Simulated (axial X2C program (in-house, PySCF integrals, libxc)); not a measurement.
**Spin–orbit effects along a row: molecules with B (ions), HF**

Computed with an axial X2C code built on PySCF integrals, spin-free (one-electron X2C) or two-component (2c: spin–orbit coupling with atomic mean-field Coulomb and Gaunt terms, which also bring small scalar terms), in Dyall basis sets with cores contracted in-house; open shells are unrestricted.

Basis sets: As dyall-cv3z, B dyall-v3z, Br dyall-cv3z, Cr dyall-cv3z, Cu dyall-cv3z, Ga dyall-cv3z, K dyall-v3z, Ni dyall-cv3z, Sc dyall-cv3z, Se dyall-cv3z, Zn dyall-cv3z.

| molecule | spin-free state | Re (Å) | ωe (cm⁻¹) | De (eV) | 2c state | Re 2c (Å) | ωe 2c (cm⁻¹) | De 2c (eV) |
| --- | --- | --- | --- | --- | --- | --- | --- | --- |
| KB⁺ | M_S = 1/2, Λ = 0 | 3.437 | 141.7 | 0.31 | Ω = 1/2 | 3.437 | 141.6 | 0.31 |
| ScB⁺ | M_S = 3/2, Λ = 0 | 2.233 | 437.3 | 0.20 | Ω = 3/2 | 2.234 | 436.1 | n/a |
| CrB⁺ | M_S = 3, Λ = 0 | 2.506 | 267.7 | 0.95 | Ω = 3 | 2.508 | 267.3 | 0.94 |
| NiB⁺ | M_S = 1, Λ = 2 | 2.154 | 326.9 | 1.24 | Ω = 3 | 2.154 | 326.7 | n/a |
| CuB⁺ | ? | ? | ? | ? | ? | ? | ? | ? |
| ZnB⁺ | M_S = 0, Λ = 0 | 2.485 | 290.2 | 0.98 | Ω = 0 | 2.486 | 290.1 | 0.94 |
| GaB⁺ | M_S = 1/2, Λ = 0 | 2.895 | 188.6 | 0.56 | Ω = 1/2 | 2.895 | 188.5 | 0.53 |
| BAs⁺ | M_S = 3/2, Λ = 0 | 1.976 | 533.8 | 1.70 | Ω = 3/2 | 1.976 | 532.4 | 1.69 |
| BSe⁺ | M_S = 1, Λ = 1 | 1.838 | 793.0 | 1.90 | Ω = 2 | 1.838 | 790.2 | n/a |
| BBr⁺ | M_S = 1/2, Λ = 0 | 1.746 | 961.0 | 2.53 | Ω = 1/2 | 1.746 | 958.5 | 2.37 |

Question: Estimate the 2c Re and ωe of CuB⁺ as the mean of its neighbours in the table.

Answer: Re ≈ 2.320 Å, ωe ≈ 308.4 cm⁻¹. The HF runs give the row below, so the estimate misses by 0.116 Å and -7.9 cm⁻¹.

```json
{"molecule": "CuB⁺", "spin-free state": "M_S = 1/2, Λ = 0", "Re (Å)": "2.203", "ωe (cm⁻¹)": "316.7", "De (eV)": "1.33", "2c state": "Ω = 1/2", "Re 2c (Å)": "2.204", "ωe 2c (cm⁻¹)": "316.3", "De 2c (eV)": "1.30"}
```

Fragments in 2c: K+ + B, Sc+ + B, Cr+ + B, Ni+ + B, Cu+ + B, Zn+ + B, Ga+ + B, As + B+, Se + B+, Br + B+. Each entry is the lowest single determinant of a limited PBE0 search at one distance. De goes to single-determinant-based atoms at the same level (for ions the charge split of lowest energy) and is withheld (n/a) where an atom does not fit its ground term or J level. Main or longest-lived isotopes. One determinant is a doubtful description, or other states lie close, for KB⁺, ScB⁺, CrB⁺, NiB⁺, BAs⁺, BSe⁺; these need not be ground states, and all values refer to the states named. Some open-shell Ω = 0 determinants are out of reach, so the Ω given for CrB⁺, BSe⁺ need not be the lowest component. With several unpaired electrons the Ω given is that of one determinant, not necessarily of the lowest component. Some light 2c atoms are not at their ground J level, so De misses part of their lowering (0.04 eV or less).
